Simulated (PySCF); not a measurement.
**Atomic charges by several schemes**

C4H12OP2.
Geometry (GFN2-xTB, Å), atoms numbered from 1 in this order:
```xyz
19
C4H12OP2 angstrom
C     -1.7043    1.4159   -0.4244
P     -1.4654   -0.2338   -1.2226
C     -2.0671   -1.2834    0.1700
C      0.3740   -0.4360   -0.9325
P      1.0984    0.3060    0.5726
C      2.8803   -0.0785    0.4617
O      0.5037   -0.0782    1.8559
H     -2.7711    1.6358   -0.4091
H     -1.3202    1.4101    0.5957
H     -1.2052    2.1845   -1.0130
H     -1.9255   -2.3322   -0.0866
H     -1.5325   -1.0515    1.0887
H     -3.1325   -1.1018    0.3027
H      0.9038   -0.0251   -1.7958
H      0.5825   -1.5112   -0.8902
H      1.0755    1.6781    0.3252
H      3.3779    0.4206    1.2916
H      3.0044   -1.1544    0.5821
H      3.3134    0.2443   -0.4797
```

Density: PBE0/pcSseg-1 (PySCF); schemes: Mulliken, IAO, Hirshfeld and ESP-fitted. The structure is a single GFN2-xTB conformer in the gas phase; no vibrational or solvent corrections.

**Question.** For which atoms does the sign change between the 4 schemes (beyond +0.03 e in one, beyond −0.03 e in another)?

**Answer.** P2.

**Question.** Which atoms carry the highest charge in the Mulliken, IAO, Hirshfeld and ESP-fitted schemes?

**Answer.** All schemes agree: Mulliken P5 (+0.781); IAO P5 (+1.418); Hirshfeld P5 (+0.415); ESP-fitted P5 (+0.993).

**Question.** At which atom do the 4 schemes differ most?

**Answer.** At P5: from +0.415 (Hirshfeld) to +1.418 e (IAO), 1.003 e apart.

**Question.** Give the atomic charges in each scheme.

**Answer.** In e:

| atom | environment | Mulliken | IAO | Hirshfeld | ESP-fitted |
| --- | --- | --- | --- | --- | --- |
| C1 | sp3 carbon bound to phosphorus | -0.516 | -0.618 | -0.170 | -0.181 |
| P2 | phosphine phosphorus | +0.278 | +0.513 | +0.150 | -0.278 |
| C3 | sp3 carbon bound to phosphorus | -0.488 | -0.620 | -0.171 | -0.240 |
| C4 | sp3 carbon bound to phosphorus | -0.694 | -0.722 | -0.165 | -0.067 |
| P5 | phosphoryl phosphorus | +0.781 | +1.418 | +0.415 | +0.993 |
| C6 | sp3 carbon bound to phosphorus | -0.511 | -0.688 | -0.162 | -0.876 |
| O7 | phosphoryl oxygen | -0.616 | -0.928 | -0.389 | -0.652 |
| H8 | methyl hydrogen | +0.151 | +0.160 | +0.047 | +0.131 |
| H9 | methyl hydrogen | +0.169 | +0.147 | +0.037 | +0.040 |
| H10 | methyl hydrogen | +0.144 | +0.150 | +0.039 | +0.075 |
| H11 | methyl hydrogen | +0.140 | +0.151 | +0.041 | +0.106 |
| H12 | methyl hydrogen | +0.181 | +0.168 | +0.033 | +0.080 |
| H13 | methyl hydrogen | +0.140 | +0.153 | +0.044 | +0.135 |
| H14 | methylene hydrogen | +0.176 | +0.162 | +0.043 | +0.055 |
| H15 | methylene hydrogen | +0.182 | +0.166 | +0.051 | +0.089 |
| H16 | P–H hydrogen | +0.020 | -0.110 | -0.010 | -0.085 |
| H17 | methyl hydrogen | +0.163 | +0.172 | +0.057 | +0.248 |
| H18 | methyl hydrogen | +0.158 | +0.167 | +0.056 | +0.225 |
| H19 | methyl hydrogen | +0.139 | +0.159 | +0.050 | +0.201 |

Mean size of the charges over all atoms: IAO 0.388 e, Mulliken 0.297 e, ESP-fitted 0.250 e, Hirshfeld 0.112 e. Each set sums to the total charge, 0, to within 0.001 e. The Mulliken scheme counts on each atom the diagonal of the density matrix times the overlap matrix over that atom's basis functions. The ESP scheme is a least-squares fit of atom-centred charges to the potential on four shells outside the van der Waals surface, with the total charge fixed.

**Question.** How closely do the schemes follow one another over all atoms?

**Answer.** Correlation coefficient and root-mean-square difference: IAO with Hirshfeld 0.98, 0.368 e; Mulliken with IAO 0.97, 0.183 e; Mulliken with Hirshfeld 0.94, 0.226 e; IAO with ESP-fitted 0.82, 0.303 e; Hirshfeld with ESP-fitted 0.82, 0.254 e; Mulliken with ESP-fitted 0.78, 0.245 e.

**Question.** How many electrons does the ESP-fitted scheme count on C6?

**Answer.** Z − q = 6 − (-0.876) = 6.876.

**Question.** Sum the charges by element, for elements with more than one atom.

**Answer.** 
| element | atoms | Mulliken | IAO | Hirshfeld | ESP-fitted |
| --- | --- | --- | --- | --- | --- |
| C | 4 | -2.209 | -2.648 | -0.667 | -1.363 |
| P | 2 | +1.059 | +1.931 | +0.566 | +0.715 |
| H | 12 | +1.765 | +1.646 | +0.489 | +1.300 |
